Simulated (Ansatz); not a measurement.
This geometry of GaH5N2O + H2 (11 atoms, charge 0, multiplicity 1) is a first-order saddle point.

These are results of Ansatz, RKS revPBE-D4/def2-SVP, not measurements.

```xyz
11
Properties=species:S:1:pos:R:3
Ga -0.012 0.334 -0.174
O 0.021 0.086 1.833
H -0.868 -0.069 2.213
N 1.569 0.144 -1.120
H 1.751 -0.807 -1.461
H 2.400 0.456 -0.604
N -1.709 0.065 -0.850
H -2.389 -0.447 -0.283
H -1.782 -0.239 -1.825
H 0.170 2.028 0.706
H 0.087 1.312 1.460
```

Question: Which two structures does it join? (They come from a converged band through this point; their orientation in space is the band's.)

Answer: Bonds broken: H10–H11. Bonds formed: Ga1–H10, O2–H11. GaH5N2O + H2 becomes GaH7N2O.

Image 0:

```xyz
11
Properties=species:S:1:pos:R:3
Ga -0.035 -0.244 -0.227
O 0.097 -0.067 1.582
H -0.777 0.022 2.001
N 1.566 -0.115 -1.119
H 1.663 -0.547 -2.041
H 2.412 -0.289 -0.568
N -1.685 -0.214 -1.056
H -2.479 -0.615 -0.547
H -1.728 -0.528 -2.031
H 0.065 3.110 1.996
H 0.141 2.350 1.906
```

Image 6:

```xyz
11
Properties=species:S:1:pos:R:3
Ga 0.192 0.880 -0.309
O -0.118 0.083 1.784
H -0.962 -0.188 1.274
N 1.587 -0.039 -1.119
H 1.558 -1.062 -1.071
H 2.538 0.261 -0.882
N -1.508 -0.028 -0.403
H -1.539 -0.841 -1.032
H -2.313 0.561 -0.648
H 0.209 2.439 -0.083
H -0.407 0.797 2.383
```

Question: How far does it lie above each of them?

Answer: 21.9 kcal/mol above the first and 28.6 kcal/mol above the second. This is the barrier of this one path; another mechanism may lie lower. The orbitals stay closed-shell, which can raise the energy where a bond breaks towards radicals; this wasn't checked here.

Run time: 100 s on 4 threads of Arm Neoverse V2, with other jobs on the host, peak memory 0.14 GiB.
